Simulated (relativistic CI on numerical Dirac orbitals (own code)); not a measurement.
**Radial parameters of Ar³⁺**

Computed by Dirac-Coulomb-Breit CI, orbitals from a KLI potential per configuration, model QED (radiative potential, 1s self-energy scaled to tabulated hydrogen-like ionisation energies), valence Slater integrals scaled by 0.85, P86 correlation energy added to each configuration (own radial code, finite nucleus).

Slater integrals F^k, G^k are unscaled and averaged over j, outside the closed core [Ne]; ζ comes from projecting the Hamiltonian with its Breit term on Σ l·s of the shell.

- 3s2 3p3: F^2(3p,3p) = 71755, ζ(3p) = 1214.2 cm⁻¹; <r>(3p) = 1.405, <r^2>(3p) = 2.29 (bohr units).
- 3s 3p4: F^2(3p,3p) = 71784, G^1(3s,3p) = 97976, ζ(3p) = 1213.2 cm⁻¹; <r>(3s) = 1.296, <r^2>(3s) = 1.922, <r>(3p) = 1.404, <r^2>(3p) = 2.288 (bohr units).
- 3s2 3p2 3d: F^2(3p,3p) = 72095, ζ(3p) = 1249.2, F^2(3p,3d) = 63225, G^1(3p,3d) = 79286, G^3(3p,3d) = 48241, ζ(3d) = 18.197 cm⁻¹; <r>(3p) = 1.398, <r^2>(3p) = 2.268, <r>(3d) = 1.667, <r^2>(3d) = 3.333 (bohr units).

In this model ζ of a weakly bound d, f or g electron outside closed shells comes out too small, for d by up to a factor of two or three and at times with the wrong sign; that of an outer p electron is too small as well.

Correlation outside the listed configurations is missing or only estimated: errors of thousands of cm⁻¹ between configurations and terms are usual at this charge. Rates and lifetimes follow the computed energies and can be off by large factors. The fine structure of a lone outer electron comes out too small, for d and f at times inverted, and misplaced configurations move strength between like terms. 49 of the 54 excited levels that our extract of the measured tables holds in this range could be paired (the sources list more); they are missed by 11044 cm⁻¹ on average and 15032 at most, and levels without a partner can miss by more.

Averages of the first 10 configurations, taken without configuration mixing, which lowers the lowest level and can move excited configurations by several eV; other configurations of the list can lie among them:

```json
{"Configuration": "3s2 3p3", "Parity": "odd", "States": "20", "Average energy above the lowest level (eV)": "4.4"}
{"Configuration": "3s 3p4", "Parity": "even", "States": "30", "Average energy above the lowest level (eV)": "22.1"}
{"Configuration": "3s2 3p2 3d", "Parity": "even", "States": "150", "Average energy above the lowest level (eV)": "27.8"}
{"Configuration": "3p5", "Parity": "odd", "States": "6", "Average energy above the lowest level (eV)": "43.2"}
{"Configuration": "3s 3p3 3d", "Parity": "odd", "States": "400", "Average energy above the lowest level (eV)": "44.1"}
{"Configuration": "3s2 3p2 4s", "Parity": "even", "States": "30", "Average energy above the lowest level (eV)": "34.4"}
{"Configuration": "3s2 3p2 4p", "Parity": "odd", "States": "90", "Average energy above the lowest level (eV)": "39.0"}
{"Configuration": "3s2 3p2 4d", "Parity": "even", "States": "150", "Average energy above the lowest level (eV)": "45.2"}
{"Configuration": "3p4 3d", "Parity": "even", "States": "150", "Average energy above the lowest level (eV)": "63.8"}
{"Configuration": "3s2 3p 3d 4p", "Parity": "even", "States": "360", "Average energy above the lowest level (eV)": "63.6"}
```
